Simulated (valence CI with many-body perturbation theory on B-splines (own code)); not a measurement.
# Run record, Lu³⁸⁺

Computed by relativistic CI+MBPT: five valence electrons over a frozen Dirac-Fock core [Ar] 3d10, a basis of 9 s, 9 p, 8 d, 6 f, 3 g, 1 h functions for each j, with the one-electron correlation potential Σ1 (screened to all orders), the two-electron term Σ2, the three-electron term Σ3, Breit, model QED; selected single and double excitations, second order for the rest (own B-spline code, finite nucleus).

Command, and the settings that its task file holds:

```sh
python run_cv.py task.json out
```

```
atom Lu  Z=71  mass_number=175  rms_radius_fm=5.3700
core [Ar] 3d10
valence 4s2 4p3
avg = 1
basis = M
breit = 1
cap = 40000
capref = 1200
cscale = 1
de = 0.0
dress = 0
eps = 2e-08
h = 0.27
hh = 1
l2 = 3
lcore = 6
maxit = 60
n2 = 5
natural = 1
nlev = 45
nno = [5, 5, 5, 4, 2, 1]
nroot = 26
nsp = [4, 4, 3, 2, 1, 0]
pt2 = 1
qed = 1
rpa = 1
s1 = 1
s2 = 1
s3 = 1
screen = 1
tol = 2e-05
```

Roughly how long does this run take on one core of Arm Neoverse V2, and how much memory?

4.1 min on 1 thread of Arm Neoverse V2 (shared host), peak memory 1.3 GiB.

Log. The first blocks belong to the next ion, which gives the ionisation energy. Fields: 2J, parity (1 odd), roots, reference size, generating configurations, candidates as configurations/state functions, variational space P, stored matrix elements, Davidson steps; e2 is the range of second-order energies in hartree. The first line gives the box (bohr), its intervals, the orbitals and the steps of their self-consistent field. Window is the range of levels sought, series limit the energy at which the first omitted orbital would enter, core excitation an estimate of the first excitation out of the core, left out the lowest levels not solved, and shifts from estimates the range by which levels moved from their first estimate, all in cm⁻¹.

```
rmax 3.8 intervals 58 orbitals 63 references ['4s2 4p3', '4s 4p4', '4s2 4p2 4d', '4p5', '4s 4p3 4d'] scf 4 t 1.0
2J=0 par=0 roots 2 ref 22 generators 8 cand 9762/16093 P 1958/2780 nnz 9.3e+05 it 5
2J=0 par=0 roots 2 ref 22 generators 10 cand 12450/23752 P 2831/4193 nnz 1.6e+06 it 5
   second order: generators 23 cand 19322/36847 e2 -0.00003 -0.00002
reference levels 621, estimated 156, window 2593679 1/cm; series limit 9195142, core excitation 11436492
2J=3 par=1 roots 7 ref 39 generators 21 cand 34344/357252 P 1840/7993 nnz 5.5e+06 it 10
2J=3 par=1 roots 7 ref 39 generators 40 cand 45671/583451 P 6987/39992 nnz 9.4e+07 it 9
   second order: generators 57 cand 50790/777896 e2 -0.00110 -0.00013
2J=5 par=1 roots 6 ref 39 generators 19 cand 36613/481441 P 1621/8000 nnz 5.9e+06 it 9
2J=5 par=1 roots 6 ref 39 generators 38 cand 48094/796147 P 6237/39993 nnz 9.7e+07 it 9
   second order: generators 58 cand 60071/1191318 e2 -0.00149 -0.00051
2J=1 par=1 roots 4 ref 24 generators 16 cand 30593/199132 P 2472/7995 nnz 5.2e+06 it 5
2J=1 par=1 roots 4 ref 24 generators 30 cand 40421/304042 P 9091/38498 nnz 8e+07 it 8
   second order: generators 44 cand 44693/391851 e2 -0.00026 -0.00007
2J=3 par=0 roots 12 ref 99 generators 30 cand 42800/517732 P 1771/7995 nnz 5.5e+06 it 9
2J=3 par=0 roots 12 ref 99 generators 46 cand 50888/691776 P 6868/39999 nnz 9.3e+07 it 10
   second order: generators 67 cand 54983/863925 e2 -0.00152 -0.00044
2J=5 par=0 roots 11 ref 111 generators 29 cand 40786/557649 P 1698/8000 nnz 5.6e+06 it 8
2J=5 par=0 roots 11 ref 111 generators 44 cand 51555/898016 P 6344/39999 nnz 9.5e+07 it 9
   second order: generators 70 cand 57767/1166676 e2 -0.00239 -0.00071
2J=1 par=0 roots 8 ref 59 generators 22 cand 35550/264325 P 2480/7994 nnz 5.1e+06 it 9
2J=1 par=0 roots 8 ref 59 generators 35 cand 44078/361736 P 9417/39996 nnz 8.7e+07 it 8
   second order: generators 58 cand 50667/466205 e2 -0.00018 -0.00009
2J=7 par=0 roots 6 ref 93 generators 21 cand 37568/533348 P 1514/7987 nnz 5.9e+06 it 5
2J=7 par=0 roots 6 ref 93 generators 37 cand 48432/885654 P 5600/39998 nnz 1e+08 it 7
   second order: generators 55 cand 52015/1072304 e2 -0.00263 -0.00065
2J=9 par=0 roots 2 ref 64 generators 9 cand 21548/295258 P 1526/7998 nnz 8e+06 it 5
2J=9 par=0 roots 2 ref 64 generators 20 cand 36845/579898 P 4661/34464 nnz 1.1e+08 it 6
   second order: generators 34 cand 42810/792079 e2 -0.00024 -0.00022
2J=7 par=1 roots 4 ref 31 generators 14 cand 31717/424224 P 1595/7998 nnz 6e+06 it 10
2J=7 par=1 roots 4 ref 31 generators 32 cand 46679/794434 P 5759/39970 nnz 1e+08 it 9
   second order: generators 50 cand 61347/1229103 e2 -0.00091 -0.00074
2J=9 par=1 roots 2 ref 16 generators 11 cand 28505/343446 P 1628/7992 nnz 6.7e+06 it 6
2J=9 par=1 roots 2 ref 16 generators 23 cand 42588/750253 P 5642/39999 nnz 1e+08 it 7
   second order: generators 41 cand 46903/899993 e2 -0.00124 -0.00048
left out: unestimated 3748072, estimated 2848806, shifts from estimates -70 to 65
operators 2.2
```

The Davidson iterations converged.

The last digits are not significant, and no measured levels were compared; by estimate large intervals hold to a few tenths of a per cent, small ones and those within an open d or f shell to about a per cent. Among the levels kept, up to 300 cm⁻¹ of a level comes from second order outside the variational space, and about a tenth of that is noise between levels of different J, which matters for small intervals.

```
Valence energy                            : -358.6007 hartree
Ionisation energy                         : 1748.9 eV (NIST: 1747 ± 4 eV (theoretical))
Reference configurations for the orbitals : 4s2 4p3, 4s 4p4, 4s2 4p2 4d, 4p5, 4s 4p3 4d
Radial orbitals                           : 63
Box radius                                : 3.829 bohr
Largest variational space                 : 39999
Lowest levels                             : (4s^2 4p1/2^2 4p3/2) J=3/2 0, (4s^2 4p1/2 4p3/2^2) J=3/2 567750, (4s^2 4p1/2 4p3/2^2) J=5/2 609170, (4s^2 4p1/2 4p3/2^2) J=1/2 661190, (4s^2 4p1/2^2 4d3/2) J=3/2 1152800, (4s^2 4p3/2^3) J=3/2 1236300, (4s 4p1/2^2 4p3/2^2) J=5/2 1260000, (4s^2 4p1/2^2 4d5/2) J=5/2 1370600, (4s 4p1/2^2 4p3/2^2) J=1/2 1409600, (4s 4p1/2^2 4p3/2^2) J=3/2 1427800, (4s^2 4p1/2 4p3/2 4d3/2) J=3/2 [a] 1719200, (4s^2 4p1/2 4p3/2 4d3/2) J=5/2 [a] 1719400, (4s^2 4p1/2 4p3/2 4d3/2) J=1/2 [a] 1722700, (4s^2 4p1/2 4p3/2 4d3/2) J=7/2 1760600 cm⁻¹
```

Levels are named by their leading jj configuration (3d3/2^4 stands for four electrons in 3d with j = 3/2), which in mixed levels can hold well under half, so a name can repeat and another be missing. Letters in brackets count levels of one name in rising energy.
